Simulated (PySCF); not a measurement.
All numbers come from PySCF, PBE, basis Al def2-TZVP, Cl def2-TZVP (no relativity, density fitting). Open shells, if any, are unrestricted.

Task: What shape and geometry does isolated singlet AlCl3 take (every ligand bound to Al)?

Result: Counting electrons, aluminium keeps none of its valence electrons outside its bonds, so the VSEPR class is AX3 and the expected shape is trigonal planar (D3h), as computed. The lowest minimum found is a singlet of D3h symmetry with Al–Cl 2.085 Å (×3); Cl–Al–Cl 120.0° (×3). Its harmonic wavenumbers are 140 (e'), 195 (a2''), 372 (a1'), 605 (e') cm⁻¹ and its dipole moment is 0.00 D.
